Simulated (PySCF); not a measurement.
## Radial density of Cu⁺ (copper, charge +1)

B3LYP, [Ar] 3d10, closed-shell 1S. Computed with PySCF 2.14 in cc-pVDZ-PP with ECP10MDF (4s4p3d1f, 38 functions), with a scalar-relativistic core potential. This is the valence pseudo-density: the core potential removes the inner electrons and smooths the orbitals near the nucleus.

```tsv
r (bohr)	4πr²ρ (e/bohr)
0.00676	1.450e-05
0.0114	4.071e-05
0.0191	0.0001189
0.0322	0.0004893
0.0541	0.004707
0.0911	0.06429
0.153	0.6458
0.258	4.126
0.433	16.54
0.729	20.81
1.23	6.799
2.06	1.157
3.47	0.09810
5.84	2.549e-05
```

Energies and moments cover only the electrons outside the core potential.
